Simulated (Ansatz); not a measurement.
Ansatz (a first-principles code) input:

Ansatz 0.2 input:
```yaml
crystal:
  periodic: [false, false, false]
  atoms:
    - {symbol: C, position_ang: [1.06085905, -0.42805695, 0.10006768]}
    - {symbol: N, position_ang: [0.05980472, 0.40121170, 0.30230693]}
    - {symbol: C, position_ang: [-1.09733299, 0.18336432, -0.28443987]}
    - {symbol: H, position_ang: [2.00738854, -0.23630265, 0.58947749]}
    - {symbol: H, position_ang: [0.97173244, -1.30615331, -0.54587194]}
    - {symbol: H, position_ang: [-1.26660063, -0.67202789, -0.94465758]}
    - {symbol: H, position_ang: [-1.91230969, 0.87415778, -0.10886333]}
basis:
  gaussian:
    orbitals: def2-TZVP
hamiltonian:
  xc: {name: HF}
magnetization: {spin_polarized: true, initial_magnetization: 1}
relax: {f_tol: 0.003, max_steps: 100}
```

Which total energy does the run end on?

-132.50939 Eh (HF/def2-TZVP). The basis has 117 functions.

It need not be the lowest isomer of its formula.

The determinant is spin-contaminated: <S^2> is 0.96 against 0.75 for a pure state.
